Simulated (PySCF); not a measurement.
3-silyloxypropanenitrile (C3H7NOSi), SMILES N#CCCO[SiH3].

Geometry optimised at B3LYP-D3(BJ)/def2-SVP. The values are those of a single conformer.

Vertical ionisation energy (IE) and electron affinity (EA) in eV. Rows of orbital energies are one-electron estimates. Where ΔSCF, EOM or ADC give a negative EA the extra electron is unbound and the value depends on the basis.

| level | IE | EA |
|---|---|---|
| −ε(HOMO), −ε(LUMO), ωB97X/def2-TZVP (PySCF) | ? | ? |
| −ε(HOMO), −ε(LUMO), PBE/def2-TZVP (PySCF) | 7.13 | 1.03 |

**Question.** Complete the blanks. (Estimate from the structure and the level; the computed values follow.)

**Answer.** 
- −ε(HOMO), −ε(LUMO), ωB97X/def2-TZVP (PySCF), IE: 11.12
- −ε(HOMO), −ε(LUMO), ωB97X/def2-TZVP (PySCF), EA: -1.88
